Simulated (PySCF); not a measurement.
Which enantiomer?

Computed, not measured: TDDFT PBE0/def2-SVPD circular dichroism and optical rotation, one conformer, gas phase in PySCF. Geometry: GFN2-xTB.

States above about 7.1 eV lie in this functional's continuum (it starts at minus the energy of the highest occupied orbital, well below the true ionisation energy for most functionals) and depend on the basis.

Values for one enantiomer of C$_{6}$H$_{10}$O$_{2}$, R in 10⁻⁴⁰ esu² cm² (velocity form):
| λ (nm) | f | R |
| --- | --- | --- |
| 186 | 0.001 | +3.7 |
| 177 | 0.004 | -5.2 |
| 174 | 0.014 | +6.5 |
| 166 | 0.002 | +2.4 |
| 163 | 0.007 | +2.1 |
| 161 | 0.020 | -2.7 |
| 158 | 0.0009 | +4.7 |
| 156 | 0.013 | +14.3 |

[α] at 589.3 nm: +134 deg dm⁻¹ (g/mL)⁻¹ (origin-invariant length gauge).

Problem. Which structure gives these signs?
A. C[C@@]12CO[C@@H](CO1)C2
B. C[C@]12CO[C@H](CO1)C2

Solution. B. Its CIP labels in SMILES order are S, S; the other enantiomer gives every sign reversed.

Geometry of C[C@]12CO[C@H](CO1)C2 as run:
```xyz
18

C     0.703    1.948   -0.314
C     0.162    0.547   -0.157
C     0.524   -0.455   -1.273
O     0.246   -1.730   -0.694
C    -0.297   -1.444    0.585
C    -1.642   -0.730    0.380
O    -1.264    0.568   -0.069
C     0.558   -0.277    1.076
H     0.324    2.386   -1.233
H     0.374    2.560    0.522
H     1.789    1.929   -0.345
H     1.582   -0.409   -1.554
H    -0.096   -0.299   -2.160
H    -0.334   -2.360    1.168
H    -2.216   -0.642    1.309
H    -2.249   -1.231   -0.380
H     0.211    0.162    2.007
H     1.617   -0.517    1.122
```
